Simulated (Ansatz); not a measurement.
`N[CH2][Zn][AsH2]` + `S[S][GeH3]` → `[GeH3][S]S[AsH2]` + `N[CH2][ZnH]`  (cleavage of the As–Zn bond)

Isolated molecules relaxed with PBE0-D4/def2-TZVP in Ansatz; ΔE leaves out vibrations. CBS: MP2 limit from def2 TZ/QZ plus the TZ coupled-cluster correction, frozen cores. DFT in def2-TZVPP. HSE06 is defined as in plane-wave codes. For As, Ge, Zn outer-core shells are correlated without core-valence functions, which leaves a few kJ/mol of doubt a bond. Scalar relativity is left out up to krypton. Each species was taken in one conformer, which may not be the lowest.

`N[CH2][Zn][AsH2]`:

Cartesian coordinates in Å:
```
N 0.028 -1.200 1.689
C -0.181 -1.194 0.240
Zn -0.060 0.648 -0.454
As 0.096 2.908 -1.212
H -0.733 -0.739 2.169
H 0.063 -2.147 2.050
H 0.651 -1.729 -0.231
H -1.099 -1.699 -0.097
H -0.333 2.463 -2.608
H 1.569 2.689 -1.547
```

`S[S][GeH3]`:

Cartesian coordinates in Å:
```
S 1.979 0.894 0.551
S 0.917 -0.839 0.876
Ge -1.031 -0.247 -0.044
H 2.473 0.595 -0.666
H -0.808 0.025 -1.539
H -1.979 -1.440 0.163
H -1.553 1.011 0.660
```

`[GeH3][S]S[AsH2]`:

Z-matrix (Å, degrees):
```
Ge
S 1 2.232
H 1 1.536 2 108.1
H 1 1.537 2 106.6 3 119.5
H 1 1.534 2 108.9 3 -120.2
S 2 2.060 1 98.8 3 59.7
As 6 2.254 2 101.3 1 -86.6
H 7 1.525 6 93.5 2 152.4
H 7 1.526 6 96.2 2 -115.5
```

`N[CH2][ZnH]`:

```xyz
8

N    -0.519   -0.171    1.117
C    -0.404    0.210   -0.295
Zn    1.295   -0.431   -1.039
H     0.172    0.305    1.680
H    -1.423    0.090    1.494
H    -0.568    1.280   -0.493
H    -1.184   -0.321   -0.854
H     2.630   -0.961   -1.610
```

```
             level  ΔE (kJ/mol)
           r2SCAN0         54.8
             HSE06         54.3
           LC-ωPBE         54.2
     CCSD/def2-SVP         64.7
  CCSD(T)/def2-SVP         61.7
   CCSD/def2-TZVPP         53.5
CCSD(T)/def2-TZVPP         50.0
      HF/CBS(def2)         62.8
```

Task: What does CCSD(T)/CBS give? (Best estimate.)

Result: Computed: +55.4 kJ/mol. The listed levels differ from it by -0.6, -1.1, -1.2, 9.3, 6.3, -1.9, -5.4, 7.4 kJ/mol.

Task: What do rigid-rotor, harmonic-oscillator terms from PBE0-D4/def2-TZVP frequencies (298.15 K, 1 bar) make of the CCSD(T)/CBS value? (An estimate is asked.)

Result: Computed: ΔZPE = -2.5 kJ/mol, ΔH = +51.7 kJ/mol, ΔS = -17 J/(mol·K), ΔG = +56.8 kJ/mol. Modes under 50 cm⁻¹ make the entropy rough.

Largest T1 diagnostic among the species: 0.014.

In def2-TZVPP, CCSD(T) changes the Hartree–Fock value by −12.2 kJ/mol (the triples alone add −3.5 kJ/mol) and MP2 by −14.5 kJ/mol. The D4 term adds −10.2 kJ/mol with B3LYP and −5.3 kJ/mol with PBE0; it sums over pairs of atoms, weighted by their polarisabilities, and B3LYP, whose exchange is more repulsive, gets the larger term.

CCSD(T)/CBS has its own doubt, a few kJ/mol and more with outer-core shells, so smaller differences from it don't rank the levels.

B3LYP here is the variant with VWN-RPA as its local correlation; programs differ in this.
